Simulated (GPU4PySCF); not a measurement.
3-hexylthiophene (C₁₀H₁₆S), SMILES c1c(csc1)CCCCCC. Coordinates come from a PBE0-D3(BJ)/def2-TZVP optimisation. One conformer was computed; it need not be the lowest.

Question: Give the equilibrium geometry at PBE0-D3(BJ)/def2-TZVP (GPU4PySCF confirms it by a frequency run) as Cartesian coordinates in Å. (The exact figures need the calculation; the answer reports its results.)

Answer: This is not unique; one that fits is 
```xyz
27

C      5.3829     0.2582    -0.2358
C      4.3561    -0.8581    -0.3106
C      2.9440    -0.3889    -0.0011
C      1.9130    -1.5036    -0.0815
C      0.5035    -1.0901     0.3168
C     -0.1244    -0.0535    -0.6129
C     -1.5391     0.2673    -0.2490
C     -2.6305    -0.6308    -0.4189
C     -3.8165    -0.1207     0.0154
S     -3.6253     1.4554     0.6382
C     -1.9489     1.4410     0.3179
H      5.1504     1.0551    -0.9477
H      6.3889    -0.1037    -0.4597
H      5.4051     0.7056     0.7619
H      4.6297    -1.6587     0.3861
H      4.3736    -1.3088    -1.3097
H      2.9209     0.0526     1.0036
H      2.6805     0.4192    -0.6928
H      2.2348    -2.3272     0.5659
H      1.8980    -1.9090    -1.1012
H     -0.1397    -1.9757     0.3410
H      0.5086    -0.6924     1.3380
H     -0.0890    -0.4320    -1.6417
H      0.4655     0.8661    -0.6008
H     -2.5329    -1.6175    -0.8544
H     -4.7899    -0.5862    -0.0035
H     -1.3412     2.3000     0.5613
```
